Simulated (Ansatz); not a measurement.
Consider the ligand exchange at the Si–Br bond: `Cl[SiH2]Br` + H₂Se → `Cl[SiH2][SeH]` + HBr.

Isolated molecules relaxed with PBE0-D4/def2-TZVP in Ansatz; ΔE leaves out vibrations. CCSD(T)/CBS adds triple-zeta CCSD(T) − MP2 to the extrapolated MP2 energy (def2 sets, frozen cores). Functionals use def2-TZVPP. For Br, Se outer-core shells are correlated without core-valence functions, which leaves a few kJ/mol of doubt a bond. Scalar relativity is left out up to krypton. Each species was taken in one conformer, which may not be the lowest.

Q: Is it downhill or uphill in electronic energy at CCSD(T)/CBS, and by how much? (Best estimate.)

A: Ansatz gave: Uphill: ΔE = +34.1 kJ/mol.

Q: What do these levels give: PBE-D4, CAM-B3LYP-D4, PBE, r2SCAN, CAM-B3LYP, MP2/def2-SVP, CCSD/def2-SVP, CCSD(T)/def2-SVP, HF/def2-TZVPP, MP2/def2-TZVPP, CCSD/def2-TZVPP, HF/def2-QZVPP? (An estimate is asked.)

A: Computed: PBE-D4 31.1, CAM-B3LYP-D4 35.7, PBE 32.4, r2SCAN 35.1, CAM-B3LYP 37.0, MP2/def2-SVP 35.9, CCSD/def2-SVP 35.8, CCSD(T)/def2-SVP 35.1, HF/def2-TZVPP 41.5, MP2/def2-TZVPP 34.1, CCSD/def2-TZVPP 34.4, HF/def2-QZVPP 41.7 kJ/mol.

Q: What do rigid-rotor, harmonic-oscillator terms from PBE0-D4/def2-TZVP frequencies (298.15 K, 1 bar) make of the CCSD(T)/CBS value? (Estimate.)

A: The calculation gave: ΔZPE = -1.9 kJ/mol, ΔH = +33.5 kJ/mol, ΔS = 1 J/(mol·K), ΔG = +33.3 kJ/mol.

Largest T1 diagnostic among the species: 0.009.

Leaving LDA and LC-ωPBE aside and taking each functional with its dispersion term where it has one, the values, not all of them listed here, spread over 6.0 kJ/mol, from revPBE-D4 to ωB97M-V. In def2-TZVPP, CCSD(T) changes the Hartree–Fock value by −8.0 kJ/mol (the triples alone add −1.0 kJ/mol) and MP2 by −7.4 kJ/mol.
